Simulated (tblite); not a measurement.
C6H6F2.
Numbering: `[F:1][C:2]1=[CH:3][CH2:4][CH:5]=[CH:6][C@@H:7]1[F:8]` (hydrogens: H9 on C3; H10, H11 on C4; H12 on C5; H13 on C6; H14 on C7)

Cartesian coordinates in Å at the GFN2-xTB level; atoms count from 1:
```
atom  x, y, z in Å
F1     0.403    2.619   -0.599
C2     0.177    1.334   -0.240
C3    -0.958    0.987    0.342
C4    -1.258   -0.431    0.696
C5    -0.291   -1.393    0.090
C6     0.834   -1.032   -0.505
C7     1.293    0.394   -0.569
F8     2.332    0.565    0.355
H9    -1.708    1.733    0.556
H10   -2.275   -0.676    0.374
H11   -1.244   -0.549    1.786
H12   -0.562   -2.438    0.151
H13    1.515   -1.760   -0.920
H14    1.741    0.645   -1.541
```

Computed with GFN2-xTB (tblite): harmonic, unscaled wavenumbers at the GFN2-xTB geometry, gas phase. Against measured fundamentals such values can be off by several per cent, at times by over 20. One conformer, not necessarily the lowest.

Harmonic wavenumbers (cm⁻¹): 44.7, 225.9, 239.3, 257.6, 369.2, 424.1, 485.3, 549.8, 613.9, 733.5, 767.1, 823.3, 905.8, 922.7, 929.7, 961.6, 967.4, 1013.8, 1103.6, 1133.3, 1143.7, 1177.6, 1247.3, 1258.8, 1319.6, 1328.7, 1344.4, 1430.9, 1722.9, 1746.3, 2898.8, 2912.8, 2953.5, 3074.6, 3094.8, 3096.0.

A = 2838, B = 2146, C = 1384 MHz; mass 116.044 u (most abundant isotopes); point group C1, symmetry number 1.

Task: What is the zero-point energy?

Result: Half the sum of the wavenumbers: 22611 cm⁻¹ = 64.65 kcal/mol.

Task: What is S at 298.15 K and 1 bar for an ideal gas of classical rigid rotors and harmonic oscillators?

Result: Translation 40.19, rotation 28.04, vibration 15.83: S = 84.1 cal/(mol K).

Task: And Cp and H(298.15 K) − H(0)?

Result: Cp = 28.25 cal/(mol K), of which vibrations give 20.30 (their classical limit is 36 R = 71.5); H(298.15 K) − H(0) = 5.03 kcal/mol without the zero-point energy, 2.66 from vibrations.

Task: Which modes carry the vibrational entropy at 298.15 K?

Result: 44.7 cm⁻¹: 5.04; 225.9 cm⁻¹: 1.91; 239.3 cm⁻¹: 1.81; 257.6 cm⁻¹: 1.68; 369.2 cm⁻¹: 1.08; 424.1 cm⁻¹: 0.88 cal/(mol K); the other 30 give 3.43 together.

Task: What must be added to the electronic energy to get the Gibbs energy at 298.15 K and 1 bar?

Result: ZPE + [H(298.15 K) − H(0)] − T·S = 64.65 + 5.03 − 25.06 = 44.62 kcal/mol.

Task: Blend soft modes into free rotors: weight 1/[1 + (100 cm⁻¹/ν̃)⁴] for the oscillator and the rest for a rotor with moment μB/(μ + B), μ = h/(8π²ν), B = 10⁻⁴⁴ kg m². What vibrational entropy results?

Result: 14.52 cal/(mol K) in place of 15.83, which changes −T·S at 298.15 K by +0.39 kcal/mol.

Hindered rotation and anharmonicity are outside this model. Other conformers, if any are populated, would add a mixing term that is left out. The structure is chiral; the term R ln 2 for an equal mix with its mirror image is left out.

The run took 0.6 s of wall time on one thread, Arm Neoverse N1 (aarch64), no GPU, shared host. The figure is for the frequency step alone.
